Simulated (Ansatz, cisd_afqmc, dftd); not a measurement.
System: H2SiO, charge 0, singlet. H2SiO (oxosilane, SMILES O=[SiH2]).
B3LYP-D3(BJ)/def2-TZVP minimum from Ansatz (a quantum-chemistry and plane-wave program):
```xyz
4

Si     0.0729    -0.4313    -0.0029
O     -0.1804     1.0669     0.0071
H     -0.9986    -1.4531    -0.0255
H      1.4209    -1.0442     0.0090
```
Charge 0, spin multiplicity 1.

Property: atomisation energy (electronic, to ground-state atoms), in kcal/mol. UHF or UKS for unpaired electrons; spin-orbit terms are left out. Cores are frozen in correlated methods. Rows without X2C or -DK are non-relativistic. The Monte Carlo rows (phaseless AFQMC, CISD trial, step 0.005/hartree) carry one-sigma bars that omit the constraint's bias. Outlying blocks are dropped, and bars are widened where a walk drifts. Over all cases where full CI ran beside it in this data, AFQMC minus full CI had a median of +0.1 mEh and passed +0.4 mEh in a tenth of the cases. CBS(X,Y): correlation extrapolated as X^-3, Hartree-Fock from the larger set (Q,5: extrapolated as (X+1)exp(-9√X)). A bracket is a step between two methods taken in the basis named. The functionals are non-relativistic, so their misses hold any scalar relativity. Double hybrids freeze cores in their MP2 part. 'core' is core correlation in cc-pwCVTZ (1s frozen past Ne), 'X2C' scalar relativity in cc-pVTZ-DK, both at CCSD(T). For partners of very few electrons the exact lower level stands in for a higher one. The T1 diagnostic of H2OSi (O=[SiH2], singlet) reaches 0.025 in the sets run.

```json
[
 {"level": "PBE0-D4/def2-TZVPD", "program": "Ansatz + dftd4", "atomisation energy (kcal/mol)": "294.4", "difference against the last row": "-10.3"},
 {"level": "PBE0/def2-TZVPD", "program": "Ansatz", "atomisation energy (kcal/mol)": "293.6", "difference against the last row": "-11.1"},
 {"level": "wB97X-V/def2-TZVPD", "program": "Ansatz", "atomisation energy (kcal/mol)": "303.4", "difference against the last row": "-1.3"},
 {"level": "B2PLYP-D4/def2-TZVPD", "program": "Ansatz + dftd4", "atomisation energy (kcal/mol)": "301.3", "difference against the last row": "-3.4"},
 {"level": "B2GP-PLYP/def2-TZVPD", "program": "Ansatz", "atomisation energy (kcal/mol)": "299.0", "difference against the last row": "-5.7"},
 {"level": "CCSD/cc-pV(Q+d)Z", "program": "Ansatz", "atomisation energy (kcal/mol)": "293.7", "difference against the last row": "-11.0"},
 {"level": "CCSD(T)/cc-pV(5+d)Z", "program": "Ansatz", "atomisation energy (kcal/mol)": "303.0", "difference against the last row": "-1.7"},
 {"level": "CCSDT(Q)/cc-pV(D+d)Z", "program": "Ansatz", "atomisation energy (kcal/mol)": "270.6", "difference against the last row": "-34.1"},
 {"level": "CCSDT(Q)/cc-pV(T+d)Z", "program": "Ansatz", "atomisation energy (kcal/mol)": "293.8", "difference against the last row": "-10.9"},
 {"level": "CCSDTQ/cc-pV(D+d)Z", "program": "Ansatz", "atomisation energy (kcal/mol)": "270.4", "difference against the last row": "-34.3"},
 {"level": "AFQMC/CISD/cc-pV(D+d)Z", "program": "cisd_afqmc", "atomisation energy (kcal/mol)": "270.3 ± 0.3", "difference against the last row": "-34.4"},
 {"level": "CCSD(T)/CBS(cc-pV(Q+d)Z,cc-pV(5+d)Z) + [AFQMC/CISD - CCSD(T)]/cc-pV(D+d)Z + core + X2C", "program": "Ansatz + cisd_afqmc", "atomisation energy (kcal/mol)": "305.3 ± 0.3", "difference against the last row": "0.6"},
 {"level": "CCSD(T)/CBS(cc-pV(Q+d)Z,cc-pV(5+d)Z) + [CCSDT(Q) - CCSD(T)]/cc-pV(Q+d)Z + [CCSDTQ - CCSDT(Q)]/cc-pV(D+d)Z + core + X2C", "program": "Ansatz", "atomisation energy (kcal/mol)": "304.7", "difference against the last row": "0.0"}
]
```
